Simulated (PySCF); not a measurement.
A calculated (PBE, PySCF 2.14, dyall-acv3z, the non-relativistic Hamiltonian (point nucleus)) atom or ion has these occupied shells.

```
shell  electrons  orbital energy (eV)  rms radius, mean of both spins (bohr)
 1s α          1              -2742.0                                  0.106
 1s β          1              -2741.7                                  0.106
 2s α          1              -252.44                                  0.486
 2s β          1              -252.17                                  0.486
 2p α          3              -193.03                                  0.455
 2p β          3              -192.74                                  0.455
 3s α          1              -21.766                                   1.64
 3p α          3               -9.630                                   2.00
 3p β          3               -8.636                                   2.00
```

(1) Name the element and its charge.

## Answers

(1) Cl (chlorine, neutral), in [Ne] 3s1 3p6, 2S determinant (an excited configuration).
